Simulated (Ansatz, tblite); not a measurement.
Removing an electron: Sn(vinyl)2(NHMe)2 (C₆H₁₄N₂Sn). Charge 0, multiplicity 1. Geometry: r2SCAN-D4/def2-SVP. Ansatz, gas phase; energy differences of separate SCF runs; the oxidised species was run as a doublet alone.

```xyz
23

Sn    0.1216   -0.2617    0.3767
C    -0.3395   -2.3474    0.4262
C     0.4235   -3.2260   -0.2376
H    -1.2091   -2.7036    0.9953
H     1.3014   -2.9037   -0.8124
H     0.2070   -4.3030   -0.2333
C     1.1320    0.6422    2.0281
C     0.4476    1.3507    2.9359
H     2.2196    0.5288    2.1343
H    -0.6395    1.4832    2.8592
H     0.9420    1.8299    3.7919
N    -1.6785    0.7312    0.3137
C    -1.7365    2.1310   -0.0651
H    -2.4224    0.1905   -0.1259
H    -2.6901    2.5908    0.2569
H    -0.9343    2.6895    0.4471
H    -1.6277    2.3361   -1.1520
N     1.3788   -0.0863   -1.2415
C     0.8792   -0.2867   -2.5894
H     1.9989    0.7207   -1.1854
H     1.7087   -0.4791   -3.2962
H     0.2332   -1.1809   -2.6186
H     0.2843    0.5537   -3.0076
```

In the def2 sets Sn takes a core potential; there is no spin–orbit coupling. The xTB rows come from tblite.

```tsv
level	−HOMO (eV)	vertical IE (eV)	−LUMO (eV)	HOMO–LUMO gap (eV)
GFN1-xTB	10.12	12.84	7.39	2.73
GFN2-xTB	9.31	12.03	6.40	2.90
LDA (SPW92)/def2-TZVP	4.87	7.48	1.79	3.08
PBE-D4/def2-TZVP	4.72	7.33	1.54	3.18
PBE0-D4/def2-TZVP	6.04	7.66	0.60	5.44
```

 Raw xTB energy differences between charge states are shifted by several eV; the methods need an empirical correction for them.
